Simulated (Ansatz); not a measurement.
C₄H₇BO. Total charge 0; spin multiplicity 1. The bonds changed during the relaxation, so this is another structure than the one it started from.

```xyz
13

C     0.0602    1.3231    0.4545
C    -0.4648    0.4833   -0.6332
O    -1.5896    0.8526   -1.2658
C     0.0908   -0.7710   -0.6640
B     0.0373   -0.1634    1.0745
C     1.1754   -0.9715    0.3459
H     1.0537    1.7416    0.3026
H    -0.6607    2.0669    0.7815
H    -1.9570    0.0974   -1.7400
H    -0.3851   -1.5908   -1.1941
H    -0.8024   -0.5917    1.8030
H     1.3276   -2.0182    0.5919
H     2.1147   -0.4584    0.1433
```

Question: Give the diagnostics of a CCSD(T)/def2-TZVPP run (frozen core, Ansatz). (Estimate.)

Answer: Computed: T1 = 0.0114, largest single amplitude 0.019, largest double 0.035, (T) share of the correlation energy 4.4 %, 9 CCSD cycles. The RHF solution is stable towards an unrestricted one. T1 lies under the customary mark of 0.02 for closed shells.
